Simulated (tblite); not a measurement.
Species: C9H7 (doublet state).
SMILES with atom numbers: `[CH:1]#[C:2][c:3]1[cH:4][cH:5][c:6]([CH2:7])[cH:8][cH:9]1` (hydrogens: H10 on C1; H11 on C4; H12 on C5; H13, H14 on C7; H15 on C8; H16 on C9)

Computed values, GFN2-xTB/tblite, gas phase, harmonic and unscaled. This tight-binding method is rough: wavenumbers can miss measured ones by several per cent, in bad cases by 10 to 20. Open shells enter through the occupations alone, without spin polarisation, and single modes of such species can be off by tens of per cent.

Harmonic wavenumbers (cm⁻¹): 85.4, 126.8, 203.2, 347.4, 347.5, 366.6, 400.8, 454.8, 473.2, 543.0, 601.7, 613.6, 669.4, 681.1, 719.1, 766.9, 807.5, 833.4, 860.3, 910.3, 916.8, 951.6, 991.0, 1135.4, 1175.4, 1237.0, 1265.7, 1325.9, 1339.7, 1432.7, 1433.6, 1484.7, 1498.9, 1564.6, 2222.7, 3072.1, 3073.6, 3084.4, 3086.2, 3115.9, 3150.5, 3392.1.

A = 5545, B = 1037, C = 873.9 MHz; mass 115.055 u (most abundant isotopes); point group C2v, symmetry number 2; spin multiplicity 2.

Problem. Zero-point energy?

Solution. ½Σν̃ = 26381 cm⁻¹ = 315.59 kJ/mol.

Problem. Give the ideal-gas entropy at 200 K and 1 bar in the rigid-rotor, harmonic-oscillator model (classical rotation).

Solution. Translation 159.74, rotation 108.71, vibration 43.79, spin (R ln 2) 5.76: S = 318.0 J/(mol K).

Problem. And Cp and H(200 K) − H(0)?

Solution. Cp = 99.26 J/(mol K), of which vibrations give 66.00 (their classical limit is 42 R = 349.2); H(200 K) − H(0) = 12.06 kJ/mol without the zero-point energy, 5.41 from vibrations.

Problem. How do the functions run with temperature in this model?

Solution. 
```tsv
T (K)	S (J/(mol K))	Cp (J/(mol K))	H − H(0) (kJ/mol)	G − H(0) (kJ/mol)	ln q(vib)
150	292.8	77.2	7.65	-36.27	1.25
250	342.6	121.6	17.58	-68.06	2.87
298.15	365.8	142.3	23.94	-85.11	3.76
400	413.2	181.0	40.47	-124.80	5.77
600	497.7	235.6	82.55	-216.09	9.94
900	603.4	284.4	161.22	-381.84	16.03
```

q(vib) and H(0) count from the zero-point level.

Problem. Which modes carry the vibrational entropy at 200 K?

Solution. 85.4 cm⁻¹: 12.49; 126.8 cm⁻¹: 9.36; 203.2 cm⁻¹: 5.86; 347.4 cm⁻¹: 2.57; 347.5 cm⁻¹: 2.57; 366.6 cm⁻¹: 2.31 J/(mol K); the other 36 give 8.62 together.

Problem. Blend soft modes into free rotors: weight 1/[1 + (100 cm⁻¹/ν̃)⁴] for the oscillator and the rest for a rotor with moment μB/(μ + B), μ = h/(8π²ν), B = 10⁻⁴⁴ kg m². What vibrational entropy results?

Solution. 42.92 J/(mol K) in place of 43.79, which changes −T·S at 200 K by +0.17 kJ/mol.

Problem. What must be added to the electronic energy to get the Gibbs energy at 200 K and 1 bar?

Solution. ZPE + [H(200 K) − H(0)] − T·S = 315.59 + 12.06 − 63.60 = 264.05 kJ/mol.

Hindered rotation and anharmonicity are outside this model.

Hardware: one thread of an AMD EPYC, shared host with 64 logical CPUs at a one-minute load of 58. Cost: 1.6 s of wall time. This covers the Hessian and the dipole derivatives.
